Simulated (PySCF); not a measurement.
CdS. Atoms are numbered in the order given.

```xyz
2

Cd     0.0000     0.0000    -0.5575
S      0.0000     0.0000     1.6724
```

Coordinates come from a r2SCAN-D4/def2-TZVPD optimisation. The def2 effective core potentials stand for the cores of Cd; spin–orbit coupling is left out.

All values below come from C-PCM-B3LYP/def2-TZVPD in PySCF.

The values are the electrostatic part of the solvation free energy, E(continuum) − E(gas) at the gas-phase geometry, in a cavity of scaled van der Waals radii (PySCF's table); cavitation and dispersion terms are not included. A continuum can't describe solvent molecules that bind to the metal. In vacuum the orbital gap is 1.76 eV. The dipole moment in vacuum is 5.69 D.

| solvent | ε | ΔG(elec) (kcal/mol) | dipole (D) | gap (eV) |
|---|---|---|---|---|
| water | 78.36 | -29.5 | 11.63 | 3.10 |
| benzene | 2.27 | -12.7 | 8.30 | 2.30 |
| n-hexane | 1.88 | -10.1 | 7.77 | 2.19 |
